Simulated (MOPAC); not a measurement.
MOPAC input (PM3):

```
PM3 1SCF GEO-OK AUX(PRECISION=9) THREADS=1
F2I2Si

F    -0.09567700 1   -1.80634000 1    1.30959800 1
Si   -0.04468000 1   -0.89020800 1    0.01851400 1
F    -0.08831700 1   -1.85959600 1   -1.23335700 1
I    -2.00123600 1    0.53019000 1   -0.01689600 1
I     2.04428300 1    0.32747700 1   -0.00094200 1
```

Output:

```
 *******************************************************************************
 **                                                                           **
 **                              MOPAC v23.2.5                                **
 **                                                                           **
 *******************************************************************************
 ** MOPAC's Digital Object Identifier: https://doi.org/10.5281/zenodo.6511958 **
 **                                                                           **
 ** Please cite the open-source release paper for use of this MOPAC version:  **
 ** J. E. Moussa and J. J. P. Stewart (2026)                                  **
 ** MOPAC: An open-source semiempirical molecular orbital program             **
 ** J. Open Source Softw., 11(119), 8025, https://doi.org/10.21105/joss.08025 **
 *******************************************************************************

                              PM3 CALCULATION RESULTS

 *******************************************************************************
 *  PM3        - The PM3 Hamiltonian to be used
 *  GEO-OK     - OVERRIDE INTERATOMIC DISTANCE AND OTHER SAFETY CHECKS
 *  1SCF       - DO 1 SCF AND THEN STOP
 *  AUX        - OUTPUT AUXILIARY INFORMATION
 *******************************************************************************
PM3 1SCF GEO-OK AUX(PRECISION=9) THREADS=1
 F2I2Si

   ATOM   CHEMICAL          X               Y               Z
  NUMBER   SYMBOL      (ANGSTROMS)     (ANGSTROMS)     (ANGSTROMS)

     1       F         -0.09567700  *  -1.80634000  *   1.30959800  *
     2      Si         -0.04468000  *  -0.89020800  *   0.01851400  *
     3       F         -0.08831700  *  -1.85959600  *  -1.23335700  *
     4       I         -2.00123600  *   0.53019000  *  -0.01689600  *
     5       I          2.04428300  *   0.32747700  *  -0.00094200  *

          CARTESIAN COORDINATES

    NO.       ATOM           X           Y           Z

     1         F         -0.0957     -1.8063      1.3096
     2        Si         -0.0447     -0.8902      0.0185
     3         F         -0.0883     -1.8596     -1.2334
     4         I         -2.0012      0.5302     -0.0169
     5         I          2.0443      0.3275     -0.0009

  F: (PM3): J. J. P. STEWART, J. COMP. CHEM. 10, 209 (1989).
 Si: (PM3): J. J. P. STEWART, J. COMP. CHEM. 10, 209 (1989).
  I: (PM3): J. J. P. STEWART, J. COMP. CHEM. 10, 209 (1989).

           Empirical Formula: F2 Si I2  =     5 atoms

      MOLECULAR POINT GROUP   :   C2v

      RHF CALCULATION, NO. OF DOUBLY OCCUPIED LEVELS = 16

 -------------------------------------------------------------------------------
 PM3 1SCF GEO-OK AUX(PRECISION=9) THREADS=1
 F2I2Si

     1SCF WAS SPECIFIED, SO BFGS WAS NOT USED
     SCF FIELD WAS ACHIEVED

                              PM3 CALCULATION
                                                       MOPAC v23.2.5 Linux

          FINAL HEAT OF FORMATION =       -188.24780 KCAL/MOL =    -787.62878 KJ/MOL

          COSMO AREA              =        147.71 SQUARE ANGSTROMS
          COSMO VOLUME            =        145.67 CUBIC ANGSTROMS

          IONIZATION POTENTIAL    =         10.788042 EV
          HOMO LUMO ENERGIES (EV) =        -10.788 -3.197
          NO. OF FILLED LEVELS    =         16
          MOLECULAR WEIGHT        =        319.8913         POINT GROUP:  C2v

          MOLECULAR DIMENSIONS (Angstroms)

            Atom       Atom       Distance
            I     5    I     4     4.05063
            I     4    F     3     2.59773
            F     3    F     1     2.21787

          SCF CALCULATIONS        =          1

   ATOM   CHEMICAL          X               Y               Z
  NUMBER   SYMBOL      (ANGSTROMS)     (ANGSTROMS)     (ANGSTROMS)

     1       F         -0.09567700  *  -1.80634000  *   1.30959800  *
     2      Si         -0.04468000  *  -0.89020800  *   0.01851400  *
     3       F         -0.08831700  *  -1.85959600  *  -1.23335700  *
     4       I         -2.00123600  *   0.53019000  *  -0.01689600  *
     5       I          2.04428300  *   0.32747700  *  -0.00094200  *

                             CARTESIAN COORDINATES

   1    F       -0.095677000    -1.806340000     1.309598000
   2   Si       -0.044680000    -0.890208000     0.018514000
   3    F       -0.088317000    -1.859596000    -1.233357000
   4    I       -2.001236000     0.530190000    -0.016896000
   5    I        2.044283000     0.327477000    -0.000942000

           Empirical Formula: F2 Si I2  =     5 atoms

      MOLECULAR POINT GROUP   :   C2v

                  EIGENVALUES
 -23.38238 -22.38717 -18.26729 -18.02199 -17.44506 -17.22714 -16.60557 -16.43281
 -13.38903 -12.60166 -11.88432 -11.85783 -10.93073 -10.89552 -10.83744 -10.78804
  -3.19653  -1.80076   0.61714   0.63488

              NET ATOMIC CHARGES AND DIPOLE CONTRIBUTIONS

  ATOM NO.   TYPE          CHARGE      No. of ELECS.   s-Pop       p-Pop
    1          F          -0.239238        7.2392     1.60286     5.63638
    2         Si           1.150726        2.8493     0.87988     1.96939
    3          F          -0.239239        7.2392     1.60286     5.63638
    4          I          -0.336124        7.3361     1.89093     5.44520
    5          I          -0.336125        7.3361     1.89093     5.44520
 DIPOLE           X         Y         Z       TOTAL
 POINT-CHG.    -0.105    -2.092     0.044     2.096
 HYBRID         0.003     0.068    -0.001     0.068
 SUM           -0.102    -2.025     0.042     2.028

          ATOMIC ORBITAL ELECTRON POPULATIONS

     Atom    s        px        py        pz
    1  F   1.60286   1.93362   1.86976   1.83300
    2 Si   0.87988   0.65191   0.67675   0.64073
    3  F   1.60286   1.93368   1.86169   1.84101
    4  I   1.89093   1.62566   1.83436   1.98518
    5  I   1.89093   1.58390   1.87605   1.98525

 **********************
 *                    *
 * JOB ENDED NORMALLY *
 *                    *
 **********************

 == MOPAC DONE ==
```

The geometry given is a B3LYP-D3(BJ)/def2-TZVP minimum.
